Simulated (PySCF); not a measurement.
**Mass spectrum arithmetic for `NB(N)CO`**

Species: `NB(N)CO`.

Calculated from tabulated atomic weights, isotope masses and abundances; no fragmentation.

(1) What are the average molar mass and the monoisotopic mass?

(2) Work out the cluster of the molecular ion M+•, one line a nominal mass.

(3) What resolving power m/Δm just matches the spacing of the species with one 15N and with one 13C?

(4) Count the protons, neutrons and electrons of the monoisotopic species, and give its exact less its nominal mass.

(5) What is the composition by mass?

(6) What share of all molecules is the monoisotopic species?

Results:

(1) For CH7BN2O, with standard atomic weights, 2 × 14.007 + 1 × 10.810 + 1 × 12.011 + 1 × 15.999 + 7 × 1.008 = 73.890 g/mol. From the most abundant isotopes (14N, 11B, 12C, 16O, 1H), 2 × 14.003074 + 1 × 11.009305 + 1 × 12.000000 + 1 × 15.994915 + 7 × 1.007825 = 74.0651 u.

(2) 
| nominal mass | m/z (centroid) | relative intensity |
| --- | --- | --- |
| 73 | 73.0682 | 24.7 |
| 74 | 74.0646 | 100.0 |
| 75 | 75.0659 | 2.0 |
| 76 | 76.0687 | 0.2 |

Lines under 0.1 % of the tallest are left out. One electron mass, 0.00055 u, is taken off. Abundances used (%; other tables differ somewhat): 14N 99.632, 15N 0.368; 10B 19.9, 11B 80.1; 12C 98.93, 13C 1.07; 16O 99.757, 17O 0.038, 18O 0.205; 1H 99.9885, 2H 0.0115.

(3) They lie 0.00632 u apart at mass 75.06, so m/Δm is about 12000.

(4) 40 protons, 34 neutrons and 40 electrons; 74.0651 − 74 = +0.0651 u.

(5) N 37.91 %, B 14.63 %, C 16.26 %, O 21.65 %, H 9.55 %.

(6) 0.99632^2 × 0.801 × 0.9893 × 0.99757 × 0.999885^7 = 78.41 %.
